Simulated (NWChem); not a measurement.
System: BF cation, doublet

```xyz
2

B      0.0000     0.0000    -0.7773
F      0.0000     0.0000     0.4351
```
Atoms are numbered in this order, from 1.

Results from NWChem. Geometry optimised at PBE0-D3(BJ)/def2-TZVP; all other runs use it. Pople sets run with spherical d functions. Spin-unrestricted. Vzz has the sign of the potential's second derivative. Excited states of an open shell can be spin-contaminated.

```csv
quantity,level,value
"lowest empty minus highest occupied level, either spin (eV)",r2SCAN0/6-31G*,7.15
"vertical, lowest excitation (eV)","BHandHLYP/aug-cc-pVDZ, TDA",___
Vzz B1 (a.u.),UHF/6-31G*,-0.444
A(iso) 19F atom 2 (MHz),CAM-B3LYP/IGLO-II,___
highest harmonic frequency (cm⁻¹),PBE0-D3(BJ)/def2-TZVP,1708
```

Q: What belongs in the gaps?

A: 
- vertical, lowest excitation (eV), value: 6.60
- A(iso) 19F atom 2 (MHz), value: 285
